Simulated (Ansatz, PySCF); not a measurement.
I₃Sn (SMILES [I][Sn]([I])[I]), doublet, geometry from GFN2-xTB (such geometries of metal compounds can be far from the true shape) (the spin is typed, not shown lowest) (core potentials on I, Sn). Base run: R2SCAN/def2-SVP run with PySCF.

Input for PySCF:
```python
from pyscf import gto, scf, dft

mol = gto.M(
    atom='''
Sn    0.19653030    0.57148953    0.38176177
I     2.43186578   -0.56487896   -0.82720222
I    -0.99716560   -1.30886706    2.05179207
I    -1.62010612    1.33460495   -1.58474247
''',
    basis='def2-svp',
    ecp={'I': 'def2-svp', 'Sn': 'def2-svp'},
    spin=1,
    verbose=4,
)

mf = dft.UKS(mol)
mf.xc = 'r2scan'
mf.kernel()
```

The same geometry, method and basis name were run in Ansatz (an electronic-structure program) and PySCF, at each program's defaults and at the settings that a row names. The base is PySCF at its defaults. Differences at the defaults can come from grids, fitting, cores and function types together.

| code and settings | ΔE vs base (mEh) | basis functions | E (Eh) | SCF cycles | dipole (D) |
|---|---|---|---|---|---|
| PySCF, defaults (exact integrals, its default grid, spherical functions) | 0.000 | 104 | -1107.96073 | 15 | 1.36 |
| Ansatz, defaults (factorised integrals, its default grid, spherical functions) | -0.064 | 104 | -1107.96080 | - | - |
| PySCF, density fitting with def2-universal-jkfit | -0.028 | 104 | -1107.96076 | 15 | 1.36 |
| PySCF, fine grid | -0.086 | 104 | -1107.96082 | 15 | 1.36 |
| Ansatz, high accuracy | -0.063 | 104 | -1107.96080 | - | - |

Open shells are given as the SCF converged; they aren't shown to be the lowest states, and a large step between rows can be another state.
